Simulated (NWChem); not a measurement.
## Total energies of Ga (-1)

```
Ga
```
Charge -1, spin multiplicity 3.

Everything below was run with NWChem.

Basis set: def2-SVPD (38 functions).

```tsv
method	total energy (Ha)
UHF	-1922.95789
UMP2	-1923.14250
UB2PLYP	-1924.18493
UPBE	-1924.26510
UB3LYP	-1924.60809
UCAM-B3LYP	-1924.67180
```

Total energies of different functionals aren't comparable as a measure of quality: only differences taken within one method are. 

The Hamiltonian is non-relativistic. The correlated methods keep 9 core orbitals frozen. B3LYP has NWChem's definition, with VWN1-RPA local correlation. No SCF solution was tested for a lower state. Open-shell Hartree-Fock references start from PBE0 orbitals.
